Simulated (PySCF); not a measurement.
H6OSi2, SMILES [SiH3]O[SiH3]. Geometry: B3LYP-D3(BJ)/def2-SVP.

Task: Give the equilibrium geometry at B3LYP-D3(BJ)/def2-SVP (PySCF confirms it by a frequency run) as Cartesian coordinates in Å, and its point group. (An estimate is asked for; the answer gives what the named calculation found.)

Result: point group Cs.
```xyz
9

Si     0.0000    -0.0645     1.6001
O      0.0003     0.3690     0.0000
Si     0.0000    -0.0645    -1.6001
H     -0.0334     1.1726     2.4254
H     -1.1970    -0.9003     1.9100
H      1.2296    -0.8450     1.9255
H      1.2296    -0.8450    -1.9255
H     -0.0334     1.1726    -2.4254
H     -1.1970    -0.9003    -1.9100
```
